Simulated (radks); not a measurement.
Results of a calculation; reference values are marked as such.
Nb III, 39 electrons, occupied as [Kr] 4d3 (the NIST ground configuration). Code: a radial shooting solver on a logarithmic mesh with Libxc functionals. Model: scalar-relativistic Kohn-Sham, PBEsol, spin-polarised, spherical densities, finite nucleus; open shells are filled with parallel spins first (spin-orbit coupling, left out, can overturn this in heavy ions); Fermi nuclear charge, rms radius 4.324 fm; hard spherical wall at 3 bohr.

Normalised radial functions P(r) = r R(r), r in bohr:

```
   r/bohr * 4p up, o 4p down, + 4d down (the largest magnitude, 1, reaches the edge; | marks zero, & curves that meet)
 0.001386                             &
 0.001575                             &
 0.001776                             &
 0.002019                             &
 0.002276                             &
 0.002587                             &
 0.002916                             &
 0.003315                             &
 0.003737                             &
 0.004248                             &
 0.004789                             &
 0.005443                             &
 0.006137                             &
 0.006975                             &
 0.007865                             &
 0.008939                             +&
  0.01008                             +&
  0.01145                             +&
  0.01291                             +&
  0.01468                             +&
  0.01655                             + &
  0.01866                             + &
  0.02121                             + &
  0.02391                             +  &
  0.02718                             +  *o
  0.03064                             +   &
  0.03483                             +    &
  0.03927                             |+    &
  0.04463                             |+    &
  0.05032                             |+     &
  0.05719                             |+      &
  0.06448                             | +     &
  0.07329                             | +      &
  0.08263                             |  +     &
  0.09391                             |  +    *o
   0.1059                             |   +   &
   0.1203                             |    +&
   0.1357                             |   & +
   0.1542                             | &     +
   0.1739                            &|        +
   0.1976                        &    |         +
   0.2228                     &       |          +
   0.2512                  &          |          +
   0.2855                &            |          +
   0.3219               &             |          +
   0.3659                &            |         +
   0.4126                  &          |       +
   0.4689                      &      |    +
   0.5287                            &|+
   0.6009                          +  |    &
   0.6775                      +      |          *o
     0.77                 +           |                 &
   0.8682             +               |                     *o
   0.9867          +                  |                         &
    1.113       +                     |                          &
    1.264     +                       |                         &
    1.426     +                       |                       &
     1.62      +                      |                   &
    1.827        +                    |               &
    2.076            +                |          o*
    2.341                +            |      &
    2.661                      +      |  o*
        3                             &
```

4p up: eigenvalue -46.471 eV, 2 radial nodes at r = 0.165, 0.544 bohr, <r> = 1.27 bohr, 90 % of the charge inside 1.87 bohr. 4p down: eigenvalue -44.009 eV, 2 radial nodes at r = 0.165, 0.544 bohr, <r> = 1.27 bohr, 90 % of the charge inside 1.86 bohr. 4d down (empty): eigenvalue -8.790 eV, 1 radial node at r = 0.551 bohr, <r> = 1.50 bohr, 90 % of the charge inside 2.16 bohr.
